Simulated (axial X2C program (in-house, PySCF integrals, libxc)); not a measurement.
# TaAs: from the spin-free to the two-component result

All values were computed with an in-house relativistic program for diatomic molecules. Spin-free means the one-electron spin-free X2C Hamiltonian; two-component (2c) means X2C with spin–orbit coupling and atomic mean-field two-electron Coulomb and Gaunt terms, so the difference of the two also holds small scalar two-electron terms. Basis: Ta dyall-cv3z [13s14p9d7f4g], As dyall-cv3z [9s9p6d4f1g] (cores contracted in-house); Gaussian nuclei, density fitting, unrestricted open shells. Masses: Ta 180.948 u, As 74.922 u.

Spin-free state: M_S = 1, Λ = 2 (beyond evenly filled blocks: σα, δ+α); fragments Ta + As.

```json
{"level": "PBE0", "Re (Å)": "2.245", "ωe (cm⁻¹)": "342.2", "De (eV)": "3.577", "μ (D)": "-4.45"}
{"level": "HF", "Re (Å)": "2.556", "ωe (cm⁻¹)": "185.1", "De (eV)": "1.210", "μ (D)": "-4.09"}
{"level": "LDA", "Re (Å)": "2.231", "ωe (cm⁻¹)": "359.4", "De (eV)": "5.108", "μ (D)": "-3.62"}
```

Dipoles are positive if As is the positive end.

Two-component determinant lowest at the distance of the search:

Ω = 1 (⟨Sz⟩ = -0.98, ⟨Lz⟩ = 1.98 at PBE0); fragments Ta + As.

| level | Re (Å) | ωe (cm⁻¹) | μ (D) |
| --- | --- | --- | --- |
| PBE0 | 2.248 | 338.8 | -4.48 |
| HF | 2.562 | 184.8 | -3.99 |
| LDA | 2.233 | 356.7 | -3.64 |

**Question.** From the two tables, how do the constants change at the PBE0 level (2c against spin-free)?

**Answer.** At the PBE0 level Re increases by 0.003 Å and ωe decreases by 3.4 cm⁻¹.

Occupations by symmetry block were frozen at the best pattern of an incomplete PBE0 search. Dissociation energies refer to the lowest single-determinant-based atoms at the same level and basis. De is not given where an atomic determinant may have missed its ground term or J level, or where the truncated virtual space spoils (T). Density functionals use the spin component along the axis (collinear). PBE0 can misorder states that lie within some tenths of an eV, so this need not be the ground state of the molecule. The nearest other spin-free determinant of the search, M_S = 0, Λ = 0, lies 0.22 eV up at the distance of the search. The functionals have no current-density term, which raises determinants with orbital currents, atoms included. With several unpaired electrons one determinant need not be a pure state. The determinant is spin-polarised beyond a pure state at some levels (its spin-free form has ⟨S²⟩ too high), which makes Re and μ there less reliable.
